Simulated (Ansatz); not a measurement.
Molecule: C2H7O2Si (charge 0, doublet). It need not be the lowest isomer of its formula. 
Structure (B3LYP-D3(BJ)/def2-TZVP (Ansatz, a first-principles code) minimum search):
SMILES: C[Si]([CH2])(O)O
```xyz
12

C      1.6341    -0.7810    -0.4188
Si     0.0308     0.0060     0.0149
C     -1.4217    -0.6829    -0.9220
O     -0.1061    -0.2426     1.6449
O      0.0226     1.6190    -0.3607
H      2.2329    -1.3268     0.3013
H      2.0457    -0.7509    -1.4220
H     -1.5560    -1.7450    -0.7106
H     -1.2805    -0.5636    -1.9980
H     -2.3417    -0.1595    -0.6500
H     -0.8957     0.0880     2.0803
H      0.7585     2.1464    -0.0386
```
Charge 0, spin multiplicity 2.

Basis-set convergence of Hartree-Fock and MP2 correlation energies (hartree) with Ansatz. Cores are frozen in the correlated levels unless marked. UHF or UKS for open shells. No spin-orbit coupling. Non-relativistic.

```json
[
 {"basis": "cc-pV(D+d)Z", "functions": "114", "E(HF)": "-518.56770", "E(corr, MP2)": "-0.72911"},
 {"basis": "cc-pV(T+d)Z", "functions": "257", "E(HF)": "-518.67097", "E(corr, MP2)": "-0.92275"},
 {"basis": "cc-pV(Q+d)Z", "functions": "494", "E(HF)": "-518.69299", "E(corr, MP2)": "-0.99213"}
]
```

Extrapolating the two largest sets (X = 3 and 4) as X^-3: E(corr) = (64·(-0.99213) - 27·(-0.92275))/37 = -1.0428 Eh, an estimate of the basis-set limit. The largest set recovers 95.1 % of it, the smallest 69.9 %.
